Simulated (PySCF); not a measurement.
# Ionisation energy of Se²⁺ by level of theory

Se²⁺ [Ar] 3d10 4s2 4p2 (3P) → Se³⁺ [Ar] 3d10 4s2 4p1 (2P), as a difference of total energies. Calculation: PySCF 2.14, in aug-cc-pVTZ-DK (7s6p4d2f, 59 functions); scalar relativity by spin-free X2C-1e. Correlated levels: valence: [Ar] 3d10 frozen. The calculations carry no spin-orbit coupling.

```tsv
method	ionisation energy (eV)	difference from reference (eV)
UHF	31.001	-0.696
MP2 (valence)	31.392	-0.305
SCS-MP2 (valence)	31.316	-0.381
CCSD (valence)	31.426	-0.271
CCSD(T) (valence)	31.448	-0.249
```

Reference: 31.697 ± 0.019 eV (measured; NIST Atomic Spectra Database, ionization energies).

The reference lies between the lowest fine-structure levels, while these numbers refer to the centres of the terms.

Errors of the correlated levels include the incompleteness of this basis and the frozen core.
